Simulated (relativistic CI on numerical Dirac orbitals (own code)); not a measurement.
Calculated at this level of theory: Dirac-Coulomb-Breit CI, orbitals from a KLI potential per configuration, QED by a radiative potential, unscaled Slater integrals (own radial code, finite nucleus).

Configuration list (outside the closed core [Ne]): 3s2 3p6 3d, 3s2 3p5 3d2, 3s 3p6 3d2, 3s2 3p6 4s, 3s2 3p6 4p, 3s2 3p6 4d, 3s2 3p5 3d 4s, 3s2 3p6 4f, 3s2 3p5 3d 4p, 3s2 3p5 3d 4d, 3s 3p6 3d 4s, 3s2 3p5 3d 4f, 3p6 3d2 4p, 3s 3p6 3d 4p, 3s 3p6 3d 4d, 3s2 3p6 5s, 3s2 3p6 5p, 3s 3p6 3d 4f, 3s2 3p6 5d, 3s2 3p6 5f, 3s2 3p6 5g, 3p6 3d3, 3p5 3d4, 3p5 3d3 4s, 3p6 3d2 4s, 3p5 3d2 4s2, 3p6 3d2 4d, 3p5 3d3 4d, 3p5 3d2 4s 4d. Double excitations out of closed p, d and f shells are left out; levels of such configurations are missing from the list, as are those of other unlisted configurations, and high levels can miss mixing partners. These lack a partner that the ground configuration has and come out too high: 3s2 3p5 3d 4p, 3s2 3p5 3d 4f.

At this charge energies of transitions that change n are usually good to better than 1 %, and those within a shell (Δn = 0) to a few per cent.

Outline of the computed level scheme of Os LVIII. Lowest level of each configuration: 3s2 3p6 3d 2D_3/2 at 0.000 eV; 3s2 3p5 3d2 4D°_3/2 at 262.495 eV.

Some strong electric-dipole decays among the lowest 45 levels: 3s2 3p5 3d2 2D°_3/2 → 3s2 3p6 3d 2D_3/2 (7.8e+12 s⁻¹); 3s2 3p5 3d2 2D°_5/2 → 3s2 3p6 3d 2D_5/2 (5.3e+12 s⁻¹); 3s2 3p5 3d2 2P°_3/2 → 3s2 3p6 3d 2D_5/2 (5.2e+12 s⁻¹); 3s2 3p5 3d2 2F°_7/2 → 3s2 3p6 3d 2D_5/2 (4.2e+12 s⁻¹); 3s2 3p5 3d2 2P°_1/2 → 3s2 3p6 3d 2D_3/2 (4.0e+12 s⁻¹); 3s2 3p5 3d2 2D°_5/2 → 3s2 3p6 3d 2D_5/2 (1.4e+12 s⁻¹); 3s2 3p5 3d2 2P°_1/2 → 3s2 3p6 3d 2D_3/2 (1.4e+12 s⁻¹); 3s2 3p5 3d2 2F°_5/2 → 3s2 3p6 3d 2D_3/2 (1.3e+12 s⁻¹).

LS names give the leading component of a level, which can be under half, so a name can repeat, a term be missing and a line seem to break the LS rules.
